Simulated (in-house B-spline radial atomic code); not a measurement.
Results of a calculation; reference values are marked as such.
**Impurity-limited mobility of n-type InAs at n = 1.1888e15 cm⁻³, compensation 0.2**

For InAs the NSM archive of the Ioffe Institute lists m* = 0.023 m0 and ε = 15.15.

One parabolic, isotropic band at zero temperature, uniform dielectric constant, impurities scattering independently, no phonons and no central-cell term; real bands flatten as E_F rises, which lowers the mobility at the highest densities. In effective units each ion is a point charge Z in an electron gas; its screened potential is solved self-consistently in the LDA with open boundaries (B-splines, partial waves to l = 16), which gives the phase shifts δ_l at the Fermi level.

Question: Put the electron gas into effective units.

Answer: a* = 0.0529177 nm × 15.15/0.023 = 34.86 nm and Ha* = 27211.386 meV × 0.023/15.15² = 2.727 meV. From 4π (r_s a*)³/3 = 1/n, r_s = 1.680. Then k_F = 1.91916/r_s = 1.1424 per a*, E_F = k_F²/2 = 0.6525 Ha* = 1.78 meV, and Mott's number n^(1/3) a* = 0.369.

Self-consistent phase shifts (rad):

| l | donor, Z = +1 | acceptor, Z = −1 |
| --- | --- | --- |
| 0 | 0.9249 | -0.6546 |
| 1 | 0.1417 | -0.1878 |
| 2 | 0.0300 | -0.0474 |
| 3 | 0.0070 | -0.0115 |
| 4 | 0.0017 | -0.0028 |
| 5 | 0.0004 | -0.0007 |
| 6 | 0.0001 | -0.0002 |
| 7 | 0.0000 | -0.0001 |
| 8 | 0.0000 | 0.0000 |

With all partial waves the Friedel sums are 0.998 and -1.003, and Σ (l + 1) sin²(δ_l − δ_(l+1)) is 0.52436 for the donor and 0.24589 for the acceptor. The screened donor binds no level.

Question: Find the transport cross sections, and compare them with the Born approximation for Thomas-Fermi screening (Brooks-Herring).

Answer: σ_tr = (4π/k_F²) × sum: 5.049 a*² for the donor and 2.368 a*² for the acceptor. Thomas-Fermi gives q_s² = 4k_F/π = 1.4545, so b = 4k_F²/q_s² = 3.589, and σ_Born = (2π/k_F⁴)(ln(1 + b) − b/(1 + b)) = 3.69 × 0.7415 = 2.736 a*² for either sign. The donor scatters 1.85 times and the acceptor 0.87 times as much. Two things differ from Brooks-Herring. First order with Lindhard's response and the LDA kernel gives 1.57 times σ_Born for either sign: screening weakens at large momentum transfer, and the exchange-correlation potential of the screening charge adds to the ion's own, which is the larger part in a thin gas. Higher orders then split the signs, leaving the donor at 1.18 and the acceptor, which keeps the electrons out, at 0.55 of that.

Question: With N_A/N_D = 0.2 and n = N_D − N_A, what are the mobility and the resistivity?

Answer: N_D = 1.49e15 and N_A = 2.97e14 cm⁻³. μ = e/(ħ k_F Σ N σ_tr), with e/ħ = 15.193 cm²/(V·s) per nm². Here k_F = 0.03277 nm⁻¹, a*² = 1215 nm², 1 cm⁻³ = 1e-21 nm⁻³, and Σ N σ_tr = 0.009971 nm⁻¹, a mean free path of 100 nm. So μ = 46500 cm²/(V·s) and ρ = 1/(n e μ) = 0.113 Ω·cm. Brooks-Herring would give 78200 cm²/(V·s). k_F times the mean free path is 3.3.
